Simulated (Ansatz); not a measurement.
Reaction (redistribution): `[F][Sn]([F])([F])[SH]` + `COB(S)S` → `C[O][Sn]([F])([F])[F]` + `SB(S)S`

Computed with Ansatz on PBE0-D4/def2-TZVP structures; ΔE is electronic, products minus reactants. CCSD(T)/CBS adds triple-zeta CCSD(T) − MP2 to the extrapolated MP2 energy (def2 sets, frozen cores). This one scheme is used for every species. Functionals use def2-TZVPP. B3LYP here is the variant with VWN-RPA as its local correlation; programs differ in this. Elements past krypton have def2 core potentials. For Sn outer-core shells are correlated without core-valence functions, which leaves a few kJ/mol of doubt a bond. One conformer a species, not always the lowest.

```tsv
level	ΔE (kJ/mol)	difference from CCSD(T)/CBS
PBE-D4	105.3	-0.2
r2SCAN-D4	109.3	3.8
PBE0-D4	110.9	5.4
B3LYP-D4	112.5	7.0
ωB97X-V	109.4	3.9
ωB97M-V	114.4	8.9
B2PLYP	109.3	3.8
PBE	106.0	0.5
r2SCAN	109.3	3.8
PBE0	111.5	6.0
B3LYP	114.0	8.5
HF/def2-TZVPP	120.8	15.3
MP2/def2-TZVPP	103.8	-1.7
SCS-MP2/def2-TZVPP	103.6	-1.9
CCSD/def2-TZVPP	109.3	3.8
CCSD(T)/def2-TZVPP	106.3	0.8
HF/def2-QZVPP	120.4	14.9
MP2/def2-QZVPP	103.2	-2.3
SCS-MP2/def2-QZVPP	103.1	-2.4
HF/CBS(def2)	120.3	14.8
MP2/CBS(def2)	102.9	-2.6
CCSD/CBS(def2)	108.4	2.9
CCSD(T)/CBS	105.5	0
```

Largest T1 diagnostic among the species: 0.015.

From PBE to PBE0 (25 % exact exchange), in def2-TZVPP and without D4, ΔE moves by +5.4 kJ/mol. In def2-TZVPP, CCSD(T) changes the Hartree–Fock value by −14.5 kJ/mol (the triples alone add −3.0 kJ/mol) and MP2 by −17.0 kJ/mol.
